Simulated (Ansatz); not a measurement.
CH6O2Si2 can be A, `O[SiH]1OC[SiH2]1`, or B, `O=CO[SiH2][SiH3]`.

Isolated molecules relaxed with PBE0-D4/def2-TZVP in Ansatz; ΔE leaves out vibrations. CBS: MP2 limit from def2 TZ/QZ plus the TZ coupled-cluster correction, frozen cores. Functionals use def2-TZVPP. B3LYP here is the variant with VWN-RPA as its local correlation; programs differ in this. One conformer a species, not always the lowest.

Problem. Which isomer does CCSD(T)/CBS put lower? Give the gap. (Estimate.)

Solution. The calculation gave: A, by 72.1 kJ/mol.

Problem. Give E(B) − E(A) in kJ/mol with CCSD(T)/def2-TZVPP, B2PLYP, CCSD(T)/def2-SVP, CCSD/def2-TZVPP, B3LYP, B3LYP-D4, r2SCAN-D4. (Estimate.)

Solution. Computed: CCSD(T)/def2-TZVPP 62.1, B2PLYP 57.4, CCSD(T)/def2-SVP 4.5, CCSD/def2-TZVPP 63.6, B3LYP 51.4, B3LYP-D4 51.8, r2SCAN-D4 59.0. None reverses the order clearly.

Problem. Does the order hold for the free energy at 298.15 K (harmonic terms from PBE0-D4)? (An estimate is asked.)

Solution. Ansatz gave: Yes: G(B) − G(A) = +54.2 kJ/mol, for one conformer each.

Largest T1 diagnostic: 0.016.

Leaving LDA and LC-ωPBE aside and taking each functional with its dispersion term where it has one, the values, not all of them listed here, spread over 32.7 kJ/mol, from BLYP-D4 to PBE-QIDH. LDA lies +20.6 kJ/mol from PBE without D4. At CCSD(T), def2-SVP lies −67.7 kJ/mol from the extrapolated value and def2-TZVPP −10.1 kJ/mol.
